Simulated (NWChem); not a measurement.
System: BeSiH₄; SMILES [BeH][SiH3]

Parts of the log:

```
             Northwest Computational Chemistry Package (NWChem) 7.3.0
             --------------------------------------------------------

                             Geometry "geometry" -> ""
                             -------------------------

 Output coordinates in angstroms (scale by  1.889725989 to convert to a.u.)

  No.       Tag          Charge          X              Y              Z
 ---- ---------------- ---------- -------------- -------------- --------------
    1 Be                   4.0000    -0.00022000    -1.66346800     0.00616100
    2 H                    1.0000    -0.00141700    -3.00353100     0.00952100
    3 Si                  14.0000    -0.00181600     0.52967600     0.00104800
    4 H                    1.0000     1.17195400     1.09561700    -0.74328700
    5 H                    1.0000     0.05296400     1.09662200     1.38947600
    6 H                    1.0000    -1.23466900     1.08982800    -0.64595700

 Effective nuclear repulsion energy (a.u.)      35.0804042931

                                 NWChem DFT Module
                                 -----------------

 Summary of "ao basis" -> "ao basis" (spherical)
 ------------------------------------------------------------------------------
       Tag                 Description            Shells   Functions and Types
 ---------------- ------------------------------  ------  ---------------------
 Be                         def2-svp                 5        9   3s2p
 H                          def2-svp                 3        5   2s1p
 Si                         def2-svp                 8       18   4s3p1d

            General Information
            -------------------
          SCF calculation type: DFT
          Wavefunction type:  closed shell.
          No. of atoms     :     6
          No. of electrons :    22
           Alpha electrons :    11
            Beta electrons :    11
          Charge           :     0
          Spin multiplicity:     1
          Use of symmetry is: off; symmetry adaption is: off
          Maximum number of iterations: 150
          AO basis - number of functions:    47
                     number of shells:    25
          Convergence on energy requested:  1.00D-06
          Convergence on density requested:  1.00D-05
          Convergence on gradient requested:  5.00D-04

              XC Information
              --------------
                     Hartree-Fock (Exact) Exchange  1.000
                   CAM-Becke88 Exchange Functional  1.000
                      VWN V Correlation Functional  0.190 local
              Lee-Yang-Parr Correlation Functional  0.810

           Range-Separation Parameters
           ---------------------------
           Alpha           :  0.19
           Beta            :  0.46
           Gamma           :  0.33
           Short-Range HF  :     F

             Grid Information
             ----------------
          Grid used for XC integration:  medium
          Radial quadrature: Mura-Knowles
          Angular quadrature: Lebedev.
          Tag              B.-S. Rad. Rad. Pts. Rad. Cut. Ang. Pts.
          ---              ---------- --------- --------- ---------
          Be                  1.05       49          10.0       434
          H                   0.35       45          11.0       434
          Si                  1.10       88          10.0       590
          Grid pruning is: on
          Number of quadrature shells:   317
          Spatial weights used:  Erf1

      Superposition of Atomic Density Guess
      -------------------------------------

 Sum of atomic energies:        -305.28938724

      Non-variational initial energy
      ------------------------------

 Total energy =    -305.696574
 1-e energy   =    -490.888920
 2-e energy   =     150.111942
 HOMO         =      -0.286797
 LUMO         =       0.013997

[...]

                                NWChem TDDFT Module
                                -------------------

            General Information
            -------------------
           No. of orbitals :      94
            Alpha orbitals :      47
             Beta orbitals :      47
        Alpha frozen cores :       0
         Beta frozen cores :       0
     Alpha frozen virtuals :       0
      Beta frozen virtuals :       0
         Spin multiplicity :       1
    Number of AO functions :      47
        Use of symmetry is : off
      Symmetry adaption is : off
         Schwarz screening :  0.10D-07

              XC Information
              --------------
              Hartree-Fock (Exact) Exchange   1.00
            CAM-Becke88 Exchange Functional   1.00
               VWN V Correlation Functional   0.19 local
       Lee-Yang-Parr Correlation Functional   0.81
           Alpha           :  0.19
           Beta            :  0.46
           Gamma           :  0.33

             TDDFT Information
             -----------------
          Calculation type : Tamm-Dancoff TDDFT
         Wavefunction type : Restricted singlets
          No. of electrons :      22
           Alpha electrons :      11
            Beta electrons :      11
              No. of roots :       8
          Max subspacesize :    5600
            Max iterations :     100
               Target root :       1
           Target symmetry : none
      Symmetry restriction : off
                 Algorithm : Optimal
        Davidson threshold :  0.10D-03

    8 smallest eigenvalue differences (eV)
--------------------------------------------------------
  No. Spin  Occ  Vir  Irrep   E(Occ)    E(Vir)   E(Diff)
--------------------------------------------------------
    1    1   11   12 a        -0.339    -0.014     8.838
    2    1   11   13 a        -0.339    -0.014     8.839
    3    1   10   12 a        -0.401    -0.014    10.531
    4    1    9   12 a        -0.401    -0.014    10.531
    5    1   10   13 a        -0.401    -0.014    10.532
    6    1    9   13 a        -0.401    -0.014    10.533
    7    1    8   12 a        -0.407    -0.014    10.690
    8    1    8   13 a        -0.407    -0.014    10.691
--------------------------------------------------------

  Entering Davidson iterations
  Restricted singlet excited states

  Iter   NTrls   NConv    DeltaV     DeltaE      Time
  ----  ------  ------  ---------  ---------  ---------
    1      8       0     0.58E-01   0.10+100        1.9
    2     16       0     0.18E-01   0.10E-01        2.0
    3     24       0     0.90E-02   0.13E-02        2.0
    4     32       1     0.11E-01   0.45E-03        1.9
    5     39       3     0.18E-01   0.95E-03        1.8
    6     44       7     0.44E-02   0.55E-03        1.6
    7     45       7     0.15E-02   0.32E-04        1.1
    8     46       7     0.37E-03   0.27E-05        1.1
    9     47       8     0.76E-04   0.17E-06        1.1
  ----  ------  ------  ---------  ---------  ---------
  Convergence criterion met

  Ground state a        -306.479508740252 a.u.

  ----------------------------------------------------------------------------
  Root   1 singlet a              0.190261780 a.u.                5.1773 eV
  ----------------------------------------------------------------------------
     Transition Moments    X -0.26998   Y  0.00133   Z  0.22437
     Dipole Oscillator Strength                    0.0156311063
     Electric Quadrupole                           0.0000000280
     Magnetic Dipole                               0.0000012044
     Total Oscillator Strength                     0.0156323386

     Occ.    8  a   ---  Virt.   12  a       -0.20833
     Occ.   11  a   ---  Virt.   12  a       -0.96729
     Occ.   11  a   ---  Virt.   21  a        0.07434
  ----------------------------------------------------------------------------
  Root   2 singlet a              0.190319714 a.u.                5.1789 eV
  ----------------------------------------------------------------------------
     Transition Moments    X -0.22439   Y -0.00014   Z -0.27003
     Dipole Oscillator Strength                    0.0156397717
     Electric Quadrupole                           0.0000000281
     Magnetic Dipole                               0.0000012073
     Total Oscillator Strength                     0.0156410071

     Occ.    8  a   ---  Virt.   13  a       -0.20784
     Occ.   11  a   ---  Virt.   13  a       -0.96721
     Occ.   11  a   ---  Virt.   20  a        0.07440
  ----------------------------------------------------------------------------
  Root   3 singlet a              0.269904786 a.u.                7.3445 eV
  ----------------------------------------------------------------------------
     Transition Moments    X  0.00230   Y  0.00002   Z  0.00790
     Dipole Oscillator Strength                    0.0000121894
     Electric Quadrupole                           0.0000000004
     Magnetic Dipole                               0.0000010368
     Total Oscillator Strength                     0.0000132266

     Occ.    9  a   ---  Virt.   12  a        0.09068
     Occ.    9  a   ---  Virt.   13  a       -0.68356
     Occ.    9  a   ---  Virt.   15  a       -0.11613
     Occ.   10  a   ---  Virt.   12  a        0.69822
     Occ.   10  a   ---  Virt.   13  a        0.08925
     Occ.   10  a   ---  Virt.   16  a        0.11750
  ----------------------------------------------------------------------------
  Root   4 singlet a              0.274569611 a.u.                7.4714 eV
  ----------------------------------------------------------------------------
     Transition Moments    X -0.49692   Y  0.00291   Z  0.42368
     Dipole Oscillator Strength                    0.0780584197
     Electric Quadrupole                           0.0000022191
     Magnetic Dipole                               0.0000034057
     Total Oscillator Strength                     0.0780640444

[...]
```

Level: CAM-B3LYP/def2-SVP, TDA. Coordinates come from a PBE0/def2-SVP optimisation.

Problem. Reconstruct the input file.

Solution. Several could match; the one computed here: the input that was run:
```
start job
memory heap 200 mb stack 900 mb global 1100 mb
geometry units angstroms noautosym nocenter noautoz
  Be    -0.000220    -1.663468     0.006161
  H     -0.001417    -3.003531     0.009521
  Si    -0.001816     0.529676     0.001048
  H      1.171954     1.095617    -0.743287
  H      0.052964     1.096622     1.389476
  H     -1.234669     1.089828    -0.645957
end
basis spherical
  Be library def2-svp
  H library def2-svp
  Si library def2-svp
end
dft
  xc xcamb88 1.00 lyp 0.81 vwn_5 0.19 hfexch 1.00
  cam 0.33 cam_alpha 0.19 cam_beta 0.46
  iterations 150
end
tddft
  cis
  nroots 8
  notriplet
end
task tddft energy
```
